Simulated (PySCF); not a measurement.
**Exercise with solution: chemical shift, span and skew from a shielding tensor**

C3H8NO, SMILES C[NH+](C)C=O, charge +1. Atoms are numbered in the order given.

```xyz
13

C     -0.6121     1.5346    -0.4313
N     -0.2689     0.3267     0.3944
C     -1.2499    -0.7934     0.2342
C      1.1626    -0.1176     0.0869
O      1.3717    -1.2040    -0.3073
H     -0.6175     1.2400    -1.4892
H      0.1360     2.3198    -0.2561
H     -1.6058     1.8917    -0.1330
H     -0.2671     0.6187     1.3829
H     -1.2447    -1.1135    -0.8148
H     -0.9464    -1.6293     0.8760
H     -2.2416    -0.4218     0.5207
H      1.8921     0.6981     0.2725
```
Charge +1, spin multiplicity 1.

Geometry: ωB97X-D3(BJ)/def2-SVP. The isomer is the one that the SMILES or the coordinates give; other isomers of the formula were not compared. Other conformers were not sampled.

GIAO shieldings from PBE0/pcSseg-1 (PySCF), non-relativistic, no solvent. The symmetric part of the tensor of N2 has the principal values 112.0, 146.8, 205.9 ppm. The same nucleus in NH3 has σ = 267.4 ppm at this level (PySCF, at its B3LYP-D3(BJ)/def2-TZVP geometry).

**Question.** Work out the isotropic shielding, the ¹⁵N shift against NH3, the span and the skew.

**Answer.** 
σ(iso) = (σ11 + σ22 + σ33)/3 = 154.9 ppm. δ = σ(ref) − σ(iso) = 267.4 − (154.9) = 112.5 ppm.
Span Ω = σ33 − σ11 = 93.9 ppm. Skew κ = 3(σ(iso) − σ22)/Ω = 0.26. Tumbling in solution averages the tensor to δ; in a static solid the shielding alone would spread this spin-1/2 line over Ω.
